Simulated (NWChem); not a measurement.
System: SiHOCl, singlet; SMILES [Si](O)Cl

```xyz
4

Si     0.6304     0.6065     0.0000
Cl    -0.1208    -1.3473     0.0000
O     -0.8140     1.4340     0.0000
H     -0.7188     2.3947     0.0000
```
Atoms are numbered in this order, from 1.

Program: NWChem. Low-valent species are run as closed-shell singlets; no triplet was tried in these runs. The geometry was optimised at PBE0/def2-SVP. Level: PBE0/def2-SVP with SMD (1 M gas to 1 M solution), gas-phase geometry. Reactions with the solvent are ignored.

For solvent water:

```
Quantity                                     Value
-------------------------------------------  -----
solvation free energy (kcal/mol)              -5.7
cavity-dispersion-structure term (kcal/mol)    1.0
dipole in solution (D)                        3.39
```

How do the values read with solvent n-hexane instead?

The solvation free energy (kcal/mol) comes out as -3.7. The cavity-dispersion-structure term (kcal/mol) is -2.0. The dipole in solution (D) is 2.88.
